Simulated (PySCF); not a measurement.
C5H4F3O2 (doublet state).
Cartesian coordinates in Å at the GFN2-xTB level; atoms count from 1:
```
atom  x, y, z in Å
O1    -1.2205    1.6962   -1.2448
C2    -0.8469    0.9395   -0.3901
C3     0.5586    0.9344    0.1777
C4     1.3245    0.0586   -0.7439
C5     1.5240   -0.8573    0.3987
O6     0.8028    0.0434    1.2507
C7    -1.7740   -0.2017    0.1107
F8    -1.2917   -1.4186   -0.1932
F9    -1.9536   -0.1648    1.4325
F10   -2.9763   -0.1108   -0.4559
H11    0.8897    1.9626    0.3628
H12    1.3368   -0.0531   -1.8060
H13    2.5610   -0.9769    0.7370
H14    1.0650   -1.8519    0.3418
```

The hyperfine couplings belong to this conformer and change with its torsions.

Identity: `FC(C([C@@H]1[CH]CO1)=O)(F)F` [radical].

Computed, not measured: PySCF, UKS B3LYP, pcH-1 on C F H O, non-relativistic, mean-field spin-orbit, GIAO. The structure is a single GFN2-xTB conformer in the gas phase; no vibrational or solvent corrections. The geometry wasn't refined by DFT: couplings that depend on bond lengths, twists or pyramidal angles can differ widely from those at the functional's own minimum. Stability of the SCF solution: not tested.

(1) Where do the isotropic ENDOR lines of C4, C2, C5, C3, C7, F8/F9/F10, H13, H11, H14 and H12 fall at 343.0 mT, to first order?

(2) Which pairs are centred on the nuclear Larmor frequency, and which on half the coupling?

(3) At what field would the lower line of C5 fall to zero frequency?

## Answers

(1) For S = 1/2 in fast tumbling each set of equivalent nuclei gives two lines, ν± = |νn ± a/2| to first order, with νn = g_N μN B/h and μN/h = 7.62259 MHz/T.

```
   nuclei  isotope     g_N  νn (MHz)  a_iso (MHz)  lower line (MHz)  upper line (MHz)
       C4      13C  1.4048      3.67       115.39             54.02             61.37
       C2      13C  1.4048      3.67        56.36             24.51             31.85
       C5      13C  1.4048      3.67       -34.60             13.63             20.97
       C3      13C  1.4048      3.67       -33.53             13.09             20.44
       C7      13C  1.4048      3.67         3.33              2.01              5.34
F8/F9/F10      19F  5.2577     13.75         6.61             10.44             17.05
      H13       1H  5.5857     14.60       116.45             43.62             72.83
      H11       1H  5.5857     14.60       115.43             43.11             72.32
      H14       1H  5.5857     14.60       107.08             38.94             68.15
      H12       1H  5.5857     14.60       -56.33             13.56             42.77
```

The rows for 13C, of low natural abundance, apply to labelled samples.

(2) Centred on νn, since |a| < 2νn: C7 and F8/F9/F10. Centred on |a|/2 and split by 2νn: C4, C2, C5, C3, H13, H11, H14 and H12.

(3) Where νn = |a|/2, that is B = 17.30 MHz/(1.4048 × 7.62259 MHz/T) = 1620 mT, as far as first order holds there.

Nuclei that the bonding pattern makes equivalent are averaged, as if the motion that swaps them (rotation, inversion, ring flip) were fast. The three 19F nuclei of mean +6.6 MHz run from -9.0 to 25.8 MHz in the frozen geometry.

The largest Mulliken spin populations are on C4 (+0.95), C5 (-0.08) and C3 (-0.07). No atom but C4 exceeds +0.15. The positive populations add up to 1.18 and the negative ones to -0.18, together 2S = 1. The angles at C4 add up to 355.3°, so it is nearly planar; its axial dipolar tensor and the negative coupling of its proton fit spin in a p orbital normal to that plane.
